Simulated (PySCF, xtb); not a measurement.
NbBr5, SMILES [Br][Nb]([Br])([Br])([Br])[Br], multiplicity 1.

GFN2-xTB run with xtb at its own geometry gives an orbital gap of 1.78 eV and a dipole moment of 0.00 D.

Geometry optimised at PBE0-D3(BJ)/def2-SVP. The spin state was assumed, not searched. The def2 effective core potentials stand for the cores of Nb; spin–orbit coupling is left out.

Task: What does PBE/def2-TZVP in PySCF give? (Estimate from the structure and the level; the computed values follow.)

Result: gap 2.19 eV (levels -7.07 and -4.89 eV), dipole 0.00 D.
